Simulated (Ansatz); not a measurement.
`FC[SiH2]F`, relaxed with RKS PBE-D4/def2-SVP in Ansatz 0.2.0 from a rough embedded geometry. The force threshold is 0.03 eV/Å; the program also tests the step.

Charge 0, multiplicity 1.

Start:

```xyz
8

F    -1.304    0.657    1.132
C    -0.037    0.498    0.830
Si    0.070   -0.473   -0.722
F    -0.343   -1.916   -0.541
H     0.461   -0.006    1.643
H     0.385    1.515    0.737
H     1.511   -0.446   -1.234
H    -0.743    0.170   -1.845
```

```tsv
step	energy (eV)	largest force (eV/Å)	largest move (Å)
1	-14395.5981	5.982	0.000
2	-14396.0857	2.868	0.080
3	-14396.2245	0.466	0.063
4	-14396.2248	0.311	0.045
5	-14396.2291	0.067	0.046
6	-14396.2303	0.063	0.040
7	-14396.2306	0.007	0.005
```

End:

```xyz
8

F    -1.390    0.697    1.178
C    -0.052    0.520    0.837
Si    0.109   -0.444   -0.792
F    -0.352   -2.001   -0.562
H     0.477   -0.010    1.664
H     0.441    1.516    0.729
H     1.550   -0.439   -1.220
H    -0.783    0.162   -1.834
```

Hardware: 2 threads of an Arm Neoverse V1 on a shared host. Wall time 10 s, peak host memory 0.14 GiB.
